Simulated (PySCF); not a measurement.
## Excitation energy of Sc by level of theory

Sc [Ar] 3d1 4s2 (2D) → Sc [Ar] 3d1 4s1 4p1 (high-spin determinant), as a difference of total energies. All numbers are calculated (PySCF 2.14, the non-relativistic Hamiltonian (point nucleus), in def2-TZVPPD). Correlated levels: valence: [Ar] frozen; valence and next inner shell: [Ne] frozen. The calculations carry no spin-orbit coupling.

```json
{"method": "UHF", "excitation energy (eV)": "0.919"}
{"method": "LDA", "excitation energy (eV)": "1.989"}
{"method": "PBE", "excitation energy (eV)": "1.869"}
{"method": "PBE0", "excitation energy (eV)": "1.689"}
{"method": "M06-2X", "excitation energy (eV)": "2.222"}
{"method": "PBEsol", "excitation energy (eV)": "1.841"}
{"method": "HSE06", "excitation energy (eV)": "1.711"}
{"method": "MP2 (valence)", "excitation energy (eV)": "1.551"}
{"method": "SCS-MP2 (valence)", "excitation energy (eV)": "1.742"}
{"method": "MP2 (valence and next inner shell)", "excitation energy (eV)": "1.800"}
{"method": "SCS-MP2 (valence and next inner shell)", "excitation energy (eV)": "1.917"}
```

Q: How much does correlation contribute at MP2 (valence and next inner shell)?

A: 1.800 − (0.919) = 0.881 eV, measured against UHF.

A first-order spin-orbit estimate (lowest level to lowest level, LS coupling) adds -0.007 eV.

The determinant of the upper state mixes LS terms, which raises its energy above the lowest term, most at the Hartree-Fock and MP2 levels.
